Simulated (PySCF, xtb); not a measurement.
CH3ClF2NNb, SMILES [N](=[Nb]([F])([F])[Cl])C, multiplicity 1.

Harmonic wavenumbers (cm⁻¹) from GFN2-xTB run with xtb at its own minimum, in rising order: 26, 93, 116, 119, 132, 158, 247, 261, 342, 400, 443, 609, 1058, 1067, 1322, 1364, 1411, 1415, 2907, 2922, 2932.

Question: What does PBE-D3(BJ)/def2-SVP (PySCF 2.14.0) give at its own minimum? (An estimate is asked for; the answer gives what the named calculation found.)

Answer: 52, 90, 106, 129, 150, 179, 311, 319, 410, 635, 676, 695, 1051, 1055, 1338, 1383, 1392, 1395, 2929, 3015, 3016. Paired by order, the mean absolute difference is 54 cm⁻¹ and the zero-point energies are 27.7 and 29.1 kcal/mol.
